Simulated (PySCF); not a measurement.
Te(Br)(GeH3) (BrGeH₃Te), SMILES [GeH3][Te]Br.

Geometry: B3LYP-D3(BJ)/def2-SVP. The structure was generated by enumeration, and PubChem lists no compound with its InChIKey, so it may never have been made. The def2 effective core potentials stand for the cores of Te; spin–orbit coupling is left out.

The numbers are results of PBE0/def2-TZVPD (PySCF), not measurements.

Isolated molecule, no solvent.

Computed frontier levels, gap, dipole moment and polarisability:
| Item | Result |
|---|---|
| highest occupied level | -6.52 eV |
| lowest empty level | -2.94 eV |
| orbital gap | 3.58 eV |
| dipole moment | 2.19 D |
| quadrupole, principal values (traceless, Buckingham form, about the centre of nuclear charge) | -4.42, 1.20, 3.22 D·Å |
| mean static polarisability | 100.7 bohr³ (14.93 Å³) |
| polarisability, principal values | 78.4, 100.4, 123.4 bohr³ |
